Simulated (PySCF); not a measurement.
CH₃BeFO, SMILES C[O][Be][F]. The structure is a stationary point at PBE-D3(BJ)/def2-TZVP. One conformer was computed; it need not be the lowest.

Problem. Give the equilibrium geometry at PBE-D3(BJ)/def2-TZVP (PySCF confirms it by a frequency run) as bond lengths and angles, and its point group. (An estimate is asked for; the answer gives what the named calculation found.)

Solution. Several could match; the one computed here: point group Cs.
Atoms: Be1 F2 O3 C4 H5 H6 H7. Bonds (Å): Be1–F2 1.404, Be1–O3 1.393, O3–C4 1.391, C4–H5 1.103, C4–H6 1.103, C4–H7 1.103. Angles (°): F2–Be1–O3 178.7, Be1–O3–C4 171.7, O3–C4–H5 110.5, O3–C4–H6 110.9, O3–C4–H7 110.9, H5–C4–H6 108.1, H5–C4–H7 108.1, H6–C4–H7 108.2.
